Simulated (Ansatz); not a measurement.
Consider the hydrogenolysis of a Zn–Cl bond: `[F][Zn][Cl]` + H₂ → `[F][ZnH]` + HCl.

Program: Ansatz. Geometries: PBE0-D4/def2-TZVP. ΔE: electronic, gas phase. CCSD(T)/CBS adds triple-zeta CCSD(T) − MP2 to the extrapolated MP2 energy (def2 sets, frozen cores). This one scheme is used for every species. DFT in def2-TZVPP. HSE06 is defined as in plane-wave codes. For Zn outer-core shells are correlated without core-valence functions, which leaves a few kJ/mol of doubt a bond. Scalar relativity is left out up to krypton.

| level | ΔE (eV) |
| --- | --- |
| HSE06-D4 | 0.90 |
| revPBE | 0.83 |
| MP2/def2-SVP | 0.93 |
| MP2/def2-QZVPP | 1.05 |

Problem. What does CCSD(T)/CBS give? (Best estimate.)

Solution. Computed: +1.03 eV. The listed levels differ from it by -0.13, -0.20, -0.10, 0.02 eV.

Largest T1 diagnostic among the species: 0.018.

From PBE to PBE0 (25 % exact exchange), in def2-TZVPP and without D4, ΔE moves by +0.06 eV. In def2-TZVPP, CCSD(T) changes the Hartree–Fock value by −0.15 eV (the triples alone add +0.00 eV) and MP2 by −0.09 eV.
